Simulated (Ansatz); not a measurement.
Start from `C#CB(C)F` and change one atom or group to get `CB(O)F`.

Ansatz, PBE0-D4/def2-TZVP geometries, multiplicity 1. Each molecule was computed in one conformer, which needn't be the lowest.

```tsv
property	`C#CB(C)F`
HOMO energy (ωB97M-V/def2-TZVPP) / eV	-10.69
LUMO energy (PBE0/def2-TZVPP) / eV	-1.39
size of the dipole moment (PBE/def2-TZVPP) / D	1.51
ideal-gas entropy at 298 K and 1 bar (rigid rotor, harmonic PBE0-D4/def2-TZVP) / J/(mol·K)	329
LUMO energy (ωB97M-V/def2-TZVPP) / eV	0.71
HOMO–LUMO gap (PBE0/def2-TZVPP) / eV	7.02
```

Task: What does the change do to each property? (An estimate is asked.)

Result: The calculation gave: 
| property | `CB(O)F` | shift |
| --- | --- | --- |
| HOMO energy (ωB97M-V/def2-TZVPP) / eV | -12.27 | -1.58 |
| LUMO energy (PBE0/def2-TZVPP) / eV | 0.76 | 2.15 |
| size of the dipole moment (PBE/def2-TZVPP) / D | 0.45 | -1.06 |
| ideal-gas entropy at 298 K and 1 bar (rigid rotor, harmonic PBE0-D4/def2-TZVP) / J/(mol·K) | 295 | -34 |
| LUMO energy (ωB97M-V/def2-TZVPP) / eV | 2.01 | 1.30 |
| HOMO–LUMO gap (PBE0/def2-TZVPP) / eV | 10.65 | 3.63 |

With PBE0 the HOMO falls by 1.49 eV and the LUMO rises by 2.15 eV, so the gap widens by about 3.64 eV. PBE moves the HOMO by -1.11 eV and ωB97M-V by -1.58 eV. The zero-point energy changes by -9.3 kJ/mol with -3 modes. Dipoles are sizes alone; their direction can turn. Modes under 60 cm⁻¹, often nearly free rotors, make the harmonic entropy too high.
